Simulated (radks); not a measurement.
Results of a calculation; reference values are marked as such.
Problem. Os3+, 73 electrons, occupied as [Xe] 4f14 5d5 (the NIST ground configuration). Level of theory: scalar-relativistic Kohn-Sham, PBE, spin-polarised, spherical densities, finite nucleus; open shells are filled with parallel spins first (spin-orbit coupling, left out, can overturn this in heavy ions); Fermi nuclear charge, rms radius 5.4126 fm (a radial shooting solver on a logarithmic mesh with Libxc functionals). Some entries of the table are withheld. Estimate them.

orbital  occ.  eigenvalue (hartree)  <1/r> (bohr^-1)
1s down     1             -2714.920            90.42
1s up       1             -2714.920            90.42
2s up       1             -473.7957            21.17
2s down     1             -473.7841            21.17
2p up       3             -412.8170            19.05
2p down     3             -412.8077            19.05
3s up       1             -111.1229            7.845
3s down     1             -111.1192            7.845
3p up       3             -93.20915            7.212
3p down     3             -93.20493            7.212
3d up       5             -73.16762            6.804
3d down     5             -73.15967            6.804
4s up       1             -24.34068            3.345
4s down     1             -24.32997            3.345
4p up       3             -18.46250            3.033
4p down     3             -18.45261            3.032
4d up       5             -11.15659            2.706
4d down     5             -11.14495            2.707
5s up       1                   (1)            1.332
5s down     1                   (2)            1.346
4f up       7              -3.04247            2.237
5p up       3              -3.03187            1.130
4f down     7              -3.02165            2.247
5p down     3              -2.90908            1.144
5d up       5                   (3)           0.8041
5d down     0                   (4)           0.8030

Solution. 
(1) 5s up eigenvalue (hartree): -4.52267
(2) 5s down eigenvalue (hartree): -4.42723
(3) 5d up eigenvalue (hartree): -1.33985
(4) 5d down eigenvalue (hartree): -1.19454
